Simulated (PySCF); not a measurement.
H2Cl2Si, triplet, at a GFN2-xTB geometry (a higher spin typed on purpose: for a closed-shell molecule this is an excited state); B3LYP/def2-SVP (PySCF).

The PySCF input:
```python
from pyscf import gto, scf, dft

mol = gto.Mole()
mol.atom = '''
    Si   -0.004989   -0.222946   -0.215868
    Cl    2.170841   -0.048922    0.184307
    Cl   -2.170866    0.185619    0.042426
    H     0.019535    0.859563    0.823128
    H     0.050739   -0.062167   -1.655437
'''
mol.basis = 'def2-svp'
mol.charge = 0
mol.spin = 2
mol.verbose = 4
mol.build()

mf = dft.UKS(mol)
mf.xc = 'b3lyp'
mf.DIIS = scf.EDIIS
mf.kernel()
mf.analyze()
```

Output, abridged:

```
PySCF version 2.14.0

[INPUT] verbose = 4
[INPUT] num. atoms = 5
[INPUT] num. electrons = 50
[INPUT] charge = 0
[INPUT] spin (= nelec alpha-beta = 2S) = 2
[INPUT] symmetry False subgroup None
[INPUT] Mole.unit = angstrom
[INPUT] Symbol           X                Y                Z      unit          X                Y                Z       unit  Magmom
[...]
nuclear repulsion = 172.748936584204
number of shells = 30
number of NR pGTOs = 122
number of NR cGTOs = 64
basis = def2-svp
ecp = {}

******** <class 'pyscf.dft.uks.UKS'> ********
method = UKS
initial guess = minao
damping factor = 0
level_shift factor = 0
DIIS = <class 'pyscf.scf.diis.EDIIS'>
diis_start_cycle = 1
diis_space = 8
diis_damp = 0
SCF conv_tol = 1e-09
SCF conv_tol_grad = None
SCF max_cycles = 50
direct_scf = True
direct_scf_tol = 1e-13
number electrons alpha = 26  beta = 24
XC library pyscf.dft.libxc version 7.1.2
    S. Lehtola, C. Steigemann, M. J. T. Oliveira, and M. A. L. Marques,  SoftwareX 7, 1–5 (2018)
XC functionals = b3lyp
    P. J. Stephens, F. J. Devlin, C. F. Chabalowski, and M. J. Frisch,  J. Phys. Chem. 98, 11623 (1994)
radial grids:
    Treutler-Ahlrichs [JCP 102, 346 (1995); DOI:10.1063/1.469408] (M4) radial grids

becke partition: Becke, JCP 88, 2547 (1988); DOI:10.1063/1.454033
pruning grids: <function nwchem_prune>
grids dens level: 3
symmetrized grids: False
atomic radii adjust function: <function treutler_atomic_radii_adjust>
small_rho_cutoff = 0
Set gradient conv threshold to 3.16228e-05
tot grids = 76560
init E= -1210.72612510276

cycle= 1 E= -1210.64927723873  delta_E= 0.0768  |g|= 0.223  |ddm|= 1.56
cycle= 2 E= -1210.61938476888  delta_E= 0.0299  |g|= 0.314  |ddm|= 0.68

cycle= 3 E= -1210.68324507537  delta_E= -0.0639  |g|= 0.0475  |ddm|= 0.454

cycle= 4 E= -1210.68324506066  delta_E= 1.47e-08  |g|= 0.0475  |ddm|= 3.03e-07

cycle= 5 E= -1210.68324507456  delta_E= -1.39e-08  |g|= 0.0475  |ddm|= 2.86e-07

cycle= 6 E= -1210.68324507087  delta_E= 3.69e-09  |g|= 0.0475  |ddm|= 7.61e-08

cycle= 7 E= -1210.68324507349  delta_E= -2.62e-09  |g|= 0.0475  |ddm|= 5.39e-08

cycle= 8 E= -1210.68324507489  delta_E= -1.4e-09  |g|= 0.0475  |ddm|= 2.89e-08

cycle= 9 E= -1210.68324507551  delta_E= -6.15e-10  |g|= 0.0475  |ddm|= 1.26e-08

cycle= 10 E= -1210.67696065768  delta_E= 0.00628  |g|= 0.108  |ddm|= 0.0832

cycle= 11 E= -1210.68193208373  delta_E= -0.00497  |g|= 0.0658  |ddm|= 0.216

cycle= 12 E= -1210.68461702729  delta_E= -0.00268  |g|= 0.0176  |ddm|= 0.0613

cycle= 13 E= -1210.68461702594  delta_E= 1.35e-09  |g|= 0.0176  |ddm|= 7.52e-08

cycle= 14 E= -1210.68461702728  delta_E= -1.33e-09  |g|= 0.0176  |ddm|= 7.44e-08

cycle= 15 E= -1210.68461702755  delta_E= -2.72e-10  |g|= 0.0176  |ddm|= 1.51e-08

cycle= 16 E= -1210.68461702596  delta_E= 1.59e-09  |g|= 0.0176  |ddm|= 8.84e-08

cycle= 17 E= -1210.68461702737  delta_E= -1.41e-09  |g|= 0.0176  |ddm|= 7.81e-08

cycle= 18 E= -1210.68461702889  delta_E= -1.52e-09  |g|= 0.0176  |ddm|= 8.54e-08

cycle= 19 E= -1210.68406220888  delta_E= 0.000555  |g|= 0.0337  |ddm|= 0.0647

cycle= 20 E= -1210.68478865716  delta_E= -0.000726  |g|= 0.00706  |ddm|= 0.0507

cycle= 21 E= -1210.68478865726  delta_E= -1.03e-10  |g|= 0.00706  |ddm|= 1.38e-08

cycle= 22 E= -1210.68478865719  delta_E= 6.89e-11  |g|= 0.00706  |ddm|= 9.32e-09

cycle= 23 E= -1210.68478865741  delta_E= -2.22e-10  |g|= 0.00706  |ddm|= 3.05e-08

cycle= 24 E= -1210.68478865735  delta_E= 6.25e-11  |g|= 0.00706  |ddm|= 8.56e-09

cycle= 25 E= -1210.68478865723  delta_E= 1.22e-10  |g|= 0.00706  |ddm|= 1.62e-08

cycle= 26 E= -1210.68478865702  delta_E= 2.15e-10  |g|= 0.00706  |ddm|= 2.9e-08

cycle= 27 E= -1210.68474465134  delta_E= 4.4e-05  |g|= 0.0108  |ddm|= 0.00572

cycle= 28 E= -1210.68475802983  delta_E= -1.34e-05  |g|= 0.00977  |ddm|= 0.0256

cycle= 29 E= -1210.68482142922  delta_E= -6.34e-05  |g|= 0.000861  |ddm|= 0.0116

cycle= 30 E= -1210.68482142922  delta_E= -9.09e-13  |g|= 0.000861  |ddm|= 1.58e-09

[...]

cycle= 50 E= -1210.68482184751  delta_E= -2.86e-08  |g|= 0.000175  |ddm|= 0.000133
SCF not converged.
SCF energy = -1210.68482184751 after 50 cycles  <S^2> = 2.0053226  2S+1 = 3.0035463
**** SCF Summaries ****
Total Energy =                       -1210.684821847509738
Nuclear Repulsion Energy =             172.748936584204273
One-electron Energy =                -2016.822864353743398
Two-electron Energy =                  633.389105922029216
Two-electron Coulomb Energy =          711.570835935811942
DFT Exchange-Correlation Energy =      -78.181730013782754
**** MO energy ****
                             alpha | beta                alpha | beta
[...]
To work with the spin densities directly, `use mulliken_meta_spin()` only printing them here.

 ** Mulliken spin pop alpha/beta on meta-lowdin orthogonal AOs **
 ** Mulliken Spin Density (per AO)  **
spin_pop of  0 Si 1s        0.00000
spin_pop of  0 Si 2s        0.00000
spin_pop of  0 Si 3s        0.19280
spin_pop of  0 Si 4s        0.00155
spin_pop of  0 Si 2px      -0.00000
spin_pop of  0 Si 2py       0.00001
spin_pop of  0 Si 2pz       0.00000
spin_pop of  0 Si 3px      -0.01227
spin_pop of  0 Si 3py       0.52270
spin_pop of  0 Si 3pz       0.09317
spin_pop of  0 Si 4px      -0.00013
spin_pop of  0 Si 4py       0.00105
spin_pop of  0 Si 4pz       0.00139
spin_pop of  0 Si 3dxy     -0.00111
spin_pop of  0 Si 3dyz      0.00150
spin_pop of  0 Si 3dz^2    -0.00016
spin_pop of  0 Si 3dxz     -0.00092
spin_pop of  0 Si 3dx2-y2    0.00367
spin_pop of  1 Cl 1s        0.00000
spin_pop of  1 Cl 2s       -0.00000
spin_pop of  1 Cl 3s        0.00327
spin_pop of  1 Cl 4s        0.00017
spin_pop of  1 Cl 2px       0.00001
spin_pop of  1 Cl 2py       0.00001
spin_pop of  1 Cl 2pz       0.00000
spin_pop of  1 Cl 3px       0.24522
spin_pop of  1 Cl 3py       0.13889
spin_pop of  1 Cl 3pz       0.06710
spin_pop of  1 Cl 4px       0.00027
spin_pop of  1 Cl 4py       0.00019
spin_pop of  1 Cl 4pz       0.00004
spin_pop of  1 Cl 3dxy      0.00031
spin_pop of  1 Cl 3dyz      0.00001
spin_pop of  1 Cl 3dz^2    -0.00006
spin_pop of  1 Cl 3dxz      0.00009
spin_pop of  1 Cl 3dx2-y2   -0.00007
spin_pop of  2 Cl 1s        0.00000
spin_pop of  2 Cl 2s       -0.00000
spin_pop of  2 Cl 3s        0.00327
spin_pop of  2 Cl 4s        0.00017
spin_pop of  2 Cl 2px       0.00001
spin_pop of  2 Cl 2py       0.00000
spin_pop of  2 Cl 2pz       0.00000
spin_pop of  2 Cl 3px       0.24616
spin_pop of  2 Cl 3py       0.12006
spin_pop of  2 Cl 3pz       0.08500
spin_pop of  2 Cl 4px       0.00024
spin_pop of  2 Cl 4py       0.00021
spin_pop of  2 Cl 4pz       0.00005
spin_pop of  2 Cl 3dxy      0.00029
spin_pop of  2 Cl 3dyz      0.00001
spin_pop of  2 Cl 3dz^2    -0.00005
spin_pop of  2 Cl 3dxz      0.00007
spin_pop of  2 Cl 3dx2-y2   -0.00005
spin_pop of  3 H 1s        0.26833
spin_pop of  3 H 2s        0.00156
spin_pop of  3 H 2px      -0.00019
spin_pop of  3 H 2py       0.00065
spin_pop of  3 H 2pz       0.00089
spin_pop of  4 H 1s        0.01457
spin_pop of  4 H 2s        0.00024
spin_pop of  4 H 2px      -0.00002
spin_pop of  4 H 2py      -0.00003
spin_pop of  4 H 2pz      -0.00018
 ** Mulliken Spin Density (per atom)  **
spin density of  0 Si =      0.80326
spin density of  1 Cl =      0.45546
spin density of  2 Cl =      0.45546
spin density of  3 H =      0.27124
spin density of  4 H =      0.01458
 ** Mulliken pop alpha/beta on meta-lowdin orthogonal AOs **
 ** Mulliken pop       alpha | beta **
In total            26.00000 | 24.00000
 ** Mulliken atomic charges   ( Nelec_alpha | Nelec_beta ) **
charge of  0Si =      0.40094  (     7.20116      6.39790 )
charge of  1Cl =     -0.17593  (     8.81570      8.36023 )
charge of  2Cl =     -0.17593  (     8.81570      8.36024 )
charge of  3H =      0.02654  (     0.62235      0.35111 )
charge of  4H =     -0.07561  (     0.54510      0.53052 )
Dipole moment(X, Y, Z, Debye):  0.01538,  0.17530, -0.17988
```

The run did not converge; its last values are not results.
